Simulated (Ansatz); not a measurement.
`B[NH][GaH2]` + `N#CO` → `N#C[O][GaH2]` + `BN` at 500 K and 1 bar (ligand exchange at a Ga–N bond).

Isolated molecules relaxed with PBE0-D4/def2-TZVP in Ansatz; ΔE leaves out vibrations. CCSD(T)/CBS is the MP2 limit (def2-TZVPP, def2-QZVPP) plus CCSD(T) − MP2 in def2-TZVPP, frozen cores. This one scheme is used for every species. For Ga outer-core shells are correlated without core-valence functions, which leaves a few kJ/mol of doubt a bond. Scalar relativity is left out up to krypton. Each species was taken in one conformer, which may not be the lowest.

```
       species  CCSD(T)/CBS energy (Eh)  H − E (kJ/mol)  S (J/(mol·K))
 `B[NH][GaH2]`              -2006.47671           170.4          347.3
        `N#CO`               -168.48100            78.6          266.9
`N#C[O][GaH2]`              -2093.04540           102.4          354.4
          `BN`                -81.93499           148.8          257.4
```

H − E and S are ideal-gas, rigid-rotor, harmonic terms from PBE0-D4/def2-TZVP, for one conformer and one mirror image of each species. 1 Eh = 2625.50 kJ/mol, R = 8.31446 J/(mol·K).

Task: By hand: ΔE, ΔH, ΔS and ΔG.

Result: ΔE = (-2093.04540) + (-81.93499) − (-2006.47671) − (-168.48100) = -0.02268 Eh = -59.5 kJ/mol. Δ(H − E) = 102.4 + 148.8 − 170.4 − 78.6 = 2.2, so ΔH = -57.3 kJ/mol. ΔS = 354.4 + 257.4 − 347.3 − 266.9 = -2.4 J/(mol·K). ΔG = -57.3 − 500 × (-2.4)/1000 = -56.1 kJ/mol.

Task: By hand: the equilibrium constant, and the temperature at which ΔG would vanish if ΔH and ΔS stayed fixed.

Result: log₁₀ K = −ΔG/(RT ln 10) = 5.9. ΔG = 0 at ΔH/ΔS = 23875 K, far beyond where these terms or the molecules hold.

The number of gas molecules stays the same, so ΔS is small and ΔH decides. A doubt of 5 kJ/mol in ΔE shifts log₁₀ K by 0.5 here. Other conformers and mirror images would add mixing entropy, several J/(mol·K) or more a flexible species. These are equilibria of isolated gas molecules and say nothing of rates. Largest T1 diagnostic: 0.015 (customary marks: 0.02 for closed shells, 0.045 for open ones).
